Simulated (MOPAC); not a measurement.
A run for MOPAC: PM7 on SbW, 2S+1 = 4, a spin state set in the input, which need not be the lowest, a point of a bond scan (R = 2.743 Å).

```
PM7 1SCF PRECISE CHARGE=0 UHF MS=1.5 THREADS=1
SbW

W      0.00000000 1     0.00000000 1     0.00000000 1
Sb     0.00000000 1     0.00000000 1     2.74275900 1
```

The log:

```
*******************************************************************************
 **                                                                           **
 **                              MOPAC v23.2.5                                **
 **                                                                           **
 *******************************************************************************
 ** MOPAC's Digital Object Identifier: https://doi.org/10.5281/zenodo.6511958 **
 **                                                                           **
 ** Please cite the open-source release paper for use of this MOPAC version:  **
 ** J. E. Moussa and J. J. P. Stewart (2026)                                  **
 ** MOPAC: An open-source semiempirical molecular orbital program             **
 ** J. Open Source Softw., 11(119), 8025, https://doi.org/10.21105/joss.08025 **
 *******************************************************************************

                              PM7 CALCULATION RESULTS

 *******************************************************************************
 *  PM7        - The PM7 Hamiltonian to be used
 *  UHF        - UNRESTRICTED HARTREE-FOCK CALCULATION
 *
 *
 *
 *                 CHARGE ON SYSTEM = 0
 *
 *
 *
 *  MS=        - IN MECI, MAGNETIC COMPONENT OF SPIN =  1.5
 *  PRECISE    - TIGHTER CRITERIA TO BE USED
 *  1SCF       - DO 1 SCF AND THEN STOP
 *  THREADS=1  - MULTI-THREADING NOT USED
 *  T=         - A TIME OF 172800.0 SECONDS REQUESTED
 *  DUMP=N     - RESTART FILE WRITTEN EVERY 7200.0 SECONDS REQUESTED
 *******************************************************************************
PM7 1SCF PRECISE CHARGE=0 UHF MS=1.5 THREADS=1
 SbW

   ATOM   CHEMICAL          X               Y               Z
  NUMBER   SYMBOL      (ANGSTROMS)     (ANGSTROMS)     (ANGSTROMS)

     1       W          0.00000000  *   0.00000000  *   0.00000000  *
     2      Sb          0.00000000  *   0.00000000  *   2.74275900  *



          CARTESIAN COORDINATES

    NO.       ATOM           X           Y           Z

     1         W          0.0000      0.0000      0.0000
     2        Sb          0.0000      0.0000      2.7428

 General Reference for PM7:
 "Optimization of Parameters for Semiempirical Methods VI: More Modifications to the
 NDDO Approximations and Re-optimization of Parameters", J. J. P. Stewart, J. Mol. Mod., 1:32, 19 (2013)
 https://link.springer.com/article/10.1007/s00894-012-1667-x

           Empirical Formula: W Sb  =     2 atoms



      MOLECULAR POINT GROUP   :   C*v


          UHF CALCULATION, NO. OF ALPHA ELECTRONS =    7
                           NO. OF BETA  ELECTRONS =    4

 -------------------------------------------------------------------------------
 PM7 1SCF PRECISE CHARGE=0 UHF MS=1.5 THREADS=1
 SbW



     1SCF WAS SPECIFIED, SO BFGS WAS NOT USED
     SCF FIELD WAS ACHIEVED


                              PM7 CALCULATION
                                                       MOPAC v23.2.5 Linux




          FINAL HEAT OF FORMATION =        692.52201 KCAL/MOL =    2897.51209 KJ/MOL


          COSMO AREA              =        124.49 SQUARE ANGSTROMS
          COSMO VOLUME            =        120.92 CUBIC ANGSTROMS

          IONIZATION POTENTIAL    =          8.580381 EV
          ALPHA SOMO LUMO (EV)    =         -8.651 -0.942
          BETA  SOMO LUMO (EV)    =         -8.580  3.053
          NO. OF ALPHA ELECTRONS  =          7
          NO. OF BETA  ELECTRONS  =          4
          MOLECULAR WEIGHT        =        305.6000         POINT GROUP:  C*v

          MOLECULAR DIMENSIONS (Angstroms)

            Atom       Atom       Distance
           Sb     2    W     1     2.74276
           Sb     2    W     1     0.00000
            W     1   Sb     2     0.00000


          SCF CALCULATIONS        =          1





   ATOM   CHEMICAL          X               Y               Z
  NUMBER   SYMBOL      (ANGSTROMS)     (ANGSTROMS)     (ANGSTROMS)

     1       W          0.00000000  *   0.00000000  *   0.00000000  *
     2      Sb          0.00000000  *   0.00000000  *   2.74275900  *

                             CARTESIAN COORDINATES

   1    W        0.000000000     0.000000000     0.000000000
   2   Sb        0.000000000     0.000000000     2.742759000


           Empirical Formula: W Sb  =     2 atoms



      MOLECULAR POINT GROUP   :   C*v


          ALPHA EIGENVALUES
 -31.31816 -13.99675  -8.85142  -8.85142  -8.71739  -8.71739  -8.65133  -0.94167
  -0.94167   1.56108   3.27036   3.27036   4.80975  18.79732  18.79732  18.85979
  18.85979  24.75592


           BETA EIGENVALUES
 -37.89256 -13.33687  -8.58038  -8.58038   3.05267   3.62975   3.62975   3.79074
   3.79074   3.89931   7.57184   7.57184   8.20218  18.93597  18.93597  19.07928
  19.07928  26.40663


              NET ATOMIC CHARGES AND DIPOLE CONTRIBUTIONS

  ATOM NO.   TYPE          CHARGE      No. of ELECS.   s-Pop       p-Pop       d-Pop
    1          W           0.261815        5.7382     0.77634     0.08017     4.88168
    2         Sb          -0.261815        5.2618     1.97385     3.08011     0.20786
 DIPOLE           X         Y         Z       TOTAL
 POINT-CHG.     0.000     0.000    -3.449     3.449
 HYBRID         0.000    -0.000     2.898     2.898
 SUM            0.000    -0.000    -0.551     0.551


          ATOMIC ORBITAL ELECTRON POPULATIONS

     Atom    s        px        py        pz      x^2-y^2     xz        z^2       yz        xy
    1  W   0.77634   0.00782   0.00782   0.06452   0.99932   0.95050   0.98205   0.95050   0.99932
    2 Sb   1.97385   1.03447   1.03447   1.01116   0.00068   0.00721   0.19208   0.00721   0.00068


                    (SZ)    =    1.500000
                    (S**2)  =    5.586329


          ATOMIC ORBITAL SPIN POPULATIONS

    Atom   Total    s     px     py     pz   x^2-y^2  xz     z^2    yz     xy
         Atomic
    1  W  5.0135  0.165 -0.005 -0.005  0.023  0.999  0.933  0.969  0.933  0.999
    2 Sb -2.0135 -0.004 -0.934 -0.934 -0.188  0.001  0.006  0.034  0.006  0.001

 **********************
 *                    *
 * JOB ENDED NORMALLY *
 *                    *
 **********************




 == MOPAC DONE ==
```

The run finished. Its determinant has ⟨S²⟩ = 5.59, a mixture of spin states.

Cost: about 0.020 core-seconds (a rough figure).
